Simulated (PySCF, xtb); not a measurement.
BrH₃SeSi, SMILES [Se](Br)[SiH3].

GFN2-xTB run with xtb at its own geometry gives an orbital gap of 2.65 eV and a dipole moment of 5.70 D.

Geometry: PBE-D3(BJ)/def2-SVP. The structure was generated by enumeration, and PubChem lists no compound with its InChIKey, so it may never have been made.

Question: What does PBE/def2-TZVPD (PySCF) give? (Estimate from the structure and the level; the computed values follow.)

Answer: gap 2.12 eV (levels -5.88 and -3.76 eV), dipole 1.40 D.
